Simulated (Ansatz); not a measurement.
Harmonic frequencies (cm⁻¹) at PBE0-D4/def2-TZVP from Ansatz: 24, 114, 118, 323, 460, 465, 653, 698, 861, 940, 941, 2207, 2215, 2218, 3920.

Each molecule was computed in one conformer, which needn't be the lowest.

Problem. Which molecule is it?
A. `FB(F)OP`
B. `[SiH3][O][ZnH]`
C. `OC1=CB1`
D. `[OH][Zn][SiH3]`

Solution. D.
